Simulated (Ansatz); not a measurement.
Stretching the Sn1–H2 bond in H2Sn (SMILES [SnH2]) (multiplicity 1 held, fragments rigid). Energies count from the point at 1.780 Å.
Geometry at that point (charge 0, multiplicity 1):
```json
[
 {"atom": "Sn", "x (Å)": "0.0066", "y (Å)": "-0.0006", "z (Å)": "0.0477"},
 {"atom": "H", "x (Å)": "-0.1750", "y (Å)": "-1.2509", "z (Å)": "-1.2068"},
 {"atom": "H", "x (Å)": "-0.1544", "y (Å)": "1.2789", "z (Å)": "-1.1799"}
]
```

Unrestricted levels (U-) break spin symmetry where that is lower. Full CI gives the lowest state of the spin. Levels need not reach the same state.

Correlated levels freeze the cores. Filled d and f shells under p-block atoms count as core.

Run with Ansatz (an electronic-structure program) with Gaussian orbitals. Each number belongs to the level named beside it. In def2 rows elements past Kr take small-core potentials, without spin–orbit coupling.

Q: Give the energy at R = 5.697 Å at the level U-CCSD/def2-SVP.

A: 61.0 kcal/mol

Q: What is the computed energy at R = 5.697 Å (FCI/def2-SVP)?

A: 61.6 kcal/mol

Doubts at one or more of the structures used: T1 above 0.05 (U-CCSD/def2-SVP); a spin-contaminated determinant (U-CCSD/def2-SVP).
